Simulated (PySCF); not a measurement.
CH2I, SMILES [CH2]I (connectivity only; charge and spin as stated), charge +1, multiplicity 1.

Geometry: PBE-D3(BJ)/def2-TZVP. The multiplicity is an assumed one; other spin states were not compared. The isomer is the one that the SMILES or the coordinates give; other isomers of the formula were not compared. The def2 effective core potentials stand for the cores of I; spin–orbit coupling is left out.

Two levels are set side by side: TDDFT-PBE/def2-TZVPD (PySCF) and TDDFT-CAM-B3LYP/def2-TZVPD (PySCF). Vertical, same geometry. The lowest singlet is HOMO→LUMO 100 % with PBE and HOMO→LUMO 100 % with the other functional; states are paired by order. Differences are taken from unrounded values.

```tsv
quantity	TDDFT-CAM-B3LYP
lowest singlet excitation (eV)	2.23
lowest triplet excitation (TDA) (eV)	1.85
first bright state (f over 0.05) (eV)	4.94
its oscillator strength	0.13
```

### Question
What does TDDFT-PBE give, and how far is it from TDDFT-CAM-B3LYP? (Estimate from the structure and the level; the computed values follow.)

### Answer

| quantity | TDDFT-PBE | TDDFT-PBE minus TDDFT-CAM-B3LYP |
|---|---|---|
| lowest singlet excitation (eV) | 1.96 | -0.27 |
| lowest triplet excitation (TDA) (eV) | 1.55 | -0.30 |
| first bright state (f over 0.05) (eV) | 5.10 | 0.16 |
| its oscillator strength | 0.12 | -0.01 |

A lower first singlet is the usual sign of a functional without exact exchange. Differences between two approximate levels are no errors against the true value.

Rough cost on one machine, each run with all the roots and properties that it gave: TDDFT-CAM-B3LYP against TDDFT-PBE about 10 times.
